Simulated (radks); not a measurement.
Exchange energies: the exact (Fock) value of the Kohn-Sham orbitals and density-functional approximations, in hartree. Species: Al+ [Ne] 3s2; H 1s1; P4+ [Ne] 3s1. All-electron calculation, non-relativistic Kohn-Sham, LDA (Slater exchange, Perdew-Wang correlation), spin-polarised, spherical densities, point nucleus. Program: a radial shooting solver on a logarithmic mesh with Libxc functionals. Every spin shell is full or empty, so the densities are truly spherical. Functionals are evaluated on that one density, not self-consistently.

functional       Al+          H       P4+
exact       -17.8134  -0.298390  -21.2564
LDA          -16.320   -0.25642   -19.480
B88          -17.838   -0.29679   -21.254
RPBE         -17.858   -0.29831   -21.265
PW91         -17.816   -0.29414   -21.218
WC           -17.531   -0.28726   -20.894
G96          -17.845   -0.29799   -21.278
APBE         -17.958   -0.29791   -21.379
r2SCAN       -17.830   -0.29895   -21.266
MS2          -17.866   -0.29914   -21.284
Tao-Mo       -17.832   -0.29915   -21.235
TASK         -17.281   -0.29895   -20.669
MVS          -17.781   -0.29900   -21.207
